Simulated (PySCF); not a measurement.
**Ta²⁺ (tantalum, charge +2) across methods**

[Xe] 4f14 5d2 6p1, one real determinant (an excited configuration). All numbers are calculated (PySCF 2.14, a scalar-relativistic core potential, in aug-cc-pwCVDZ-PP with ECP60MDF (6s6p5d3f, 70 functions)).

| method | E (hartree) | mean ε 5p β (eV) | mean ε 5d α (eV) | mean ε 6p α (eV) | Σ⟨r²⟩ (bohr²) | ⟨S²⟩ |
| --- | --- | --- | --- | --- | --- | --- |
| PW91 | -56.2567 | -57.793 | -22.598 | -14.799 | 36.13 | 3.751 |
| UHF | -55.76250 | -65.592 | -27.747 | -16.513 | 37.08 | 3.754 |
| LDA | -56.0411 | -57.625 | -22.430 | -14.796 | 36.19 | 3.750 |
| r2SCANh | -56.2233 | -59.343 | -23.409 | -14.967 | 36.16 | 3.751 |
| PBE | -56.2289 | -57.716 | -22.528 | -14.750 | 36.14 | 3.751 |
| PBE0 | -56.2032 | -59.978 | -23.991 | -15.287 | 36.24 | 3.751 |
| r2SCAN | -56.2390 | -58.560 | -22.859 | -14.755 | 36.12 | 3.751 |
| wB97X-V | -56.1839 | -62.700 | -26.223 | -16.800 | 36.33 | 3.751 |
| CAM-B3LYP | -56.1646 | -61.456 | -25.280 | -16.132 | 36.24 | 3.751 |

⟨L²⟩ = 13.85 against 20 for a pure G term, so this real determinant mixes terms. Energies and moments cover only the electrons outside the core potential. Spin-orbit coupling, absent here, splits the open shell strongly.
